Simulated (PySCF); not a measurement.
Job file and geometry (Å, from GFN2-xTB) of an NMR shielding run on `CCCN[Si@@H](N)O`, C$_{3}$H$_{12}$N$_{2}$OSi, GIAO PBE0/pcSseg-1 NMR shielding, non-relativistic, gas phase in PySCF; density fitting, a coarse starting grid and PySCF grid level 2 are the driver's defaults:

```
$ OMP_NUM_THREADS=1 python probes_run.py task.json out

{"job": {"kind": "nmr", "xc": "PBE0", "basis": "pcSseg-1"}, "charge": 0, "multiplicity": 1}
C      2.028829     0.641947    -0.625746
C      1.969814    -0.651477     0.176419
C      0.618272    -0.815095     0.880203
N     -0.460551    -0.915079    -0.066400
Si    -1.976711    -0.128769     0.070411
N     -1.894401     1.586537     0.268552
O     -2.650805    -0.491134    -1.368202
H      1.949279     1.502617     0.035584
H      1.204570     0.671540    -1.333721
H      2.965527     0.712298    -1.173997
H      2.122764    -1.501835    -0.492227
H      2.764136    -0.664416     0.925737
H      0.658161    -1.698468     1.535687
H      0.430377     0.056314     1.511644
H     -0.401478    -1.743059    -0.637238
H     -2.822990    -0.566180     1.185148
H     -1.596115     1.941654     1.161122
H     -1.455421     2.123364    -0.463677
H     -3.463061    -0.051508    -1.596761
```

Problem. What does the program print?

Solution. 
```
coarse grid: 15536 points
cycle   1  E = -595.1463608104  dE =  7.121e-01  |g| = 8.742e-01  |ddm| = 3.745e+00
cycle   2  E = -595.0202429751  dE =  1.261e-01  |g| = 1.199e+00  |ddm| = 1.560e+00
cycle   3  E = -595.2950035358  dE = -2.748e-01  |g| = 8.581e-02  |ddm| = 1.007e+00
cycle   4  E = -595.2960878934  dE = -1.084e-03  |g| = 4.380e-02  |ddm| = 8.604e-02
cycle   5  E = -595.2964674711  dE = -3.796e-04  |g| = 8.036e-03  |ddm| = 3.578e-02
cycle   6  E = -595.2964799151  dE = -1.244e-05  |g| = 2.512e-03  |ddm| = 8.054e-03
cycle   7  E = -595.2964812744  dE = -1.359e-06  |g| = 4.353e-04  |ddm| = 2.007e-03
final grid: 143208 points
cycle   8  E = -595.3418656853  dE = -3.178e-05  |g| = 1.085e-02  |ddm| = 2.404e-02
cycle   9  E = -595.3418452146  dE =  2.047e-05  |g| = 1.480e-02  |ddm| = 1.940e-02
cycle  10  E = -595.3418914510  dE = -4.624e-05  |g| = 1.051e-03  |ddm| = 1.121e-02
cycle  11  E = -595.3418916621  dE = -2.111e-07  |g| = 2.438e-04  |ddm| = 8.500e-04
cycle  12  E = -595.3418916735  dE = -1.144e-08  |g| = 5.632e-05  |ddm| = 2.219e-04
cycle  13  E = -595.3418916741  dE = -5.548e-10  |g| = 1.931e-05  |ddm| = 5.665e-05
converged SCF energy = -595.3418916741

GIAO shielding tensors (ppm)
atom      isotropic    diamagn.    paramagn.     s11        s22        s33       span
  0 C      173.860     248.545     -74.685    158.331    176.728    186.521     28.190
  1 C      155.809     248.342     -92.533    146.980    150.744    169.701     22.721
  2 C      142.611     244.340    -101.729    121.851    149.227    156.756     34.905
  3 N      216.991     325.875    -108.885    183.417    215.423    252.131     68.714
  4 Si     387.225     880.523    -493.298    351.909    390.433    419.333     67.425
  5 N      235.823     323.630     -87.807    210.174    221.486    275.810     65.636
  6 O      300.360     387.085     -86.726    275.445    302.232    323.403     47.958
  7 H       31.292      31.735      -0.443     27.375     29.256     37.243      9.868
  8 H       29.739      32.573      -2.834     24.742     30.773     33.700      8.958
  9 H       30.717      29.014       1.703     25.959     27.920     38.273     12.313
 10 H       30.543      31.352      -0.809     26.339     29.026     36.266      9.927
 11 H       30.259      30.270      -0.010     25.665     28.233     36.880     11.216
 12 H       28.328      30.059      -1.730     21.715     27.999     35.272     13.557
 13 H       29.581      33.293      -3.712     25.086     30.210     33.448      8.362
 14 H       31.307      34.750      -3.443     22.820     31.051     40.049     17.229
 15 H       26.763      29.215      -2.452     23.158     24.273     32.859      9.701
 16 H       30.988      33.366      -2.378     24.716     27.280     40.969     16.253
 17 H       31.405      34.376      -2.971     25.498     26.919     41.798     16.300
 18 H       30.501      29.595       0.906     22.206     24.515     44.782     22.577
```

Problem. Turn these shieldings into chemical shifts. Shifts are taken against calculated references (same method and geometry level): TMS for 13C (σref 186.93), 29Si (σref 349.16), 1H (σref 31.72); NH3 for 15N (σref 267.73); H2O for 17O (σref 336.08).

Solution. Averaging equivalent atoms: C 2: 44.3; C 1: 31.1; C 0: 13.1; N 3: 50.7; N 5: 31.9; Si 4: -38.1; O 6: 35.7; H 15: 4.95; H 12: 3.39; H 13: 2.14; H 11: 1.46; H 18: 1.22; H 10: 1.17; H 7/8/9: 1.13; H 16/17: 0.52; H 14: 0.41 ppm. Experimental scales use liquid or dissolved standards, which lie at an offset from isolated NH3 (liquid NH3: subtract about 20 ppm) and H2O (liquid H2O: subtract about 36 ppm).

Size and cost of the density-fitted run: 186 basis functions, 47 s wall time on 1 thread of an Arm Neoverse V2, shared host; peak memory 0.84 GiB.
